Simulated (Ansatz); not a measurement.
Relaxed structures of LiAlF2, singlet (PBE0-D4/def2-TZVP; forces vanish, vibrations not checked; lower isomers may exist, and structures with a doubtful reference or unclear bonds are left out; Å). Computed with Ansatz 0.2.0 (basis: def2-TZVPP); correlated methods freeze the cores. The outer core shell of Li, Na, Mg and K is correlated.

(1) Rank them by CCSD(T) energy, lowest first, and give each one's height above the lowest. Links in brackets join atoms within 1.22 times the sum of their covalent radii (1.1 for two metals). (An estimate is asked for; the value comes from the calculation.)
A.
LiAlF₂ ([Li][Al]([F])[F])
```
4
angstrom
Li -2.3133 -0.0618 -0.7136
Al 0.1665 0.0044 0.0513
F 0.9797 -1.2773 0.7484
F 1.1671 1.3348 -0.0861
```
B.
LiAlF₂ ([F][Al]1[Li][F]1)
```
4
angstrom
Li 0.9914 2.5604 0.9467
Al 0.3618 0.1449 0.7586
F 0.7239 -1.3838 0.1987
F 1.7386 1.1899 0.1999
```
C.
LiAlF₂ ([F]1[Li]2[F][Al]12)
```
4
angstrom
Li -0.9136 0.4880 -0.4572
Al 1.1598 -0.6919 0.6052
F -0.5761 -1.0979 0.1927
F 0.7321 0.9454 -0.0910
```

The T1 diagnostic stays at or below 0.014. The restricted Hartree–Fock reference is unstable towards an unrestricted one at one or more of these structures.

Results:

(1) The calculation gives: C (0.000 eV), B (0.710 eV), A (0.923 eV). Heights count from the lowest.

For scale, one of the runs: CCSD(T)/def2-TZVPP, 123 basis functions, launched by `ansatz run in.yaml --threads 2 --pin off --events-out ev --progress --plain --max-ram 4352MiB`. Hardware: 2 CPU threads of an Arm Neoverse V2, shared host. Wall time about 8.5 s.
